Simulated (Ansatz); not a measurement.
C₃AlN₃O₃ (`O=C=[N][Al]([N]=C=O)[N]=C=O`), 10 atoms. The species carries charge 0 and has multiplicity 1. Hardware: A = 2 threads of an AMD EPYC 7R13 on a shared host; B = 2 threads of an AMD EPYC 7R13 on a shared host and a share of an NVIDIA H100 80 GB. Correlated methods freeze the cores. Open-shell runs search over several starts.

**Question.** Give the basis size and wall time and peak host memory of each of these runs in Ansatz. RKS ωB97M-V/def2-QZVPP energy [B]; RKS HSE06 (plane-wave form)-D4/def2-TZVPP energy [B]; UKS B3LYP-D4/def2-TZVPP energy of the cation [B]; UKS ωB97X-V/def2-TZVPP energy of the cation [B]; RHF-MP2/def2-QZVPP energy [B]; RHF-CCSD(T)/def2-SVP energy [B]; UKS ωB97M-V/def2-TZVPP energy of the cation [B]; RKS PBE0-D4/def2-QZVPP energy [B]; RKS PBE0-D4/def2-SVP energy [A]; RKS ωB97X-V/def2-TZVPP energy [B]; UKS PBE0-D4/def2-TZVPP energy of the cation [B]; UKS PBE-D4/def2-TZVPP energy of the cation [B]. (Best estimate.)

**Answer.** Computed: Other jobs shared the machine, so times are rough.

```json
{"level": "RKS PBE0-D4/def2-SVP", "job": "energy [A]", "functions": "144", "wall time": "3.9 s", "peak host memory (GiB)": "0.41"}
{"level": "RHF-CCSD(T)/def2-SVP", "job": "energy [B]", "functions": "144", "wall time": "13 s", "peak host memory (GiB)": "0.78"}
{"level": "RKS HSE06 (plane-wave form)-D4/def2-TZVPP", "job": "energy [B]", "functions": "321", "wall time": "15 s", "peak host memory (GiB)": "0.84"}
{"level": "RKS ωB97X-V/def2-TZVPP", "job": "energy [B]", "functions": "321", "wall time": "16 s", "peak host memory (GiB)": "0.92"}
{"level": "RKS ωB97M-V/def2-QZVPP", "job": "energy [B]", "functions": "583", "wall time": "19 s", "peak host memory (GiB)": "1.2"}
{"level": "UKS PBE0-D4/def2-TZVPP", "job": "energy of the cation [B]", "functions": "321", "wall time": "20 s", "peak host memory (GiB)": "0.92"}
{"level": "RKS PBE0-D4/def2-QZVPP", "job": "energy [B]", "functions": "583", "wall time": "21 s", "peak host memory (GiB)": "1.1"}
{"level": "RHF-MP2/def2-QZVPP", "job": "energy [B]", "functions": "583", "wall time": "22 s", "peak host memory (GiB)": "1.1"}
{"level": "UKS PBE-D4/def2-TZVPP", "job": "energy of the cation [B]", "functions": "321", "wall time": "24 s", "peak host memory (GiB)": "0.91"}
{"level": "UKS B3LYP-D4/def2-TZVPP", "job": "energy of the cation [B]", "functions": "321", "wall time": "34 s", "peak host memory (GiB)": "0.92"}
{"level": "UKS ωB97X-V/def2-TZVPP", "job": "energy of the cation [B]", "functions": "321", "wall time": "42 s", "peak host memory (GiB)": "1.1"}
{"level": "UKS ωB97M-V/def2-TZVPP", "job": "energy of the cation [B]", "functions": "321", "wall time": "49 s", "peak host memory (GiB)": "1.2"}
```

B3LYP here is the variant with VWN-RPA as its local correlation; programs differ in this.
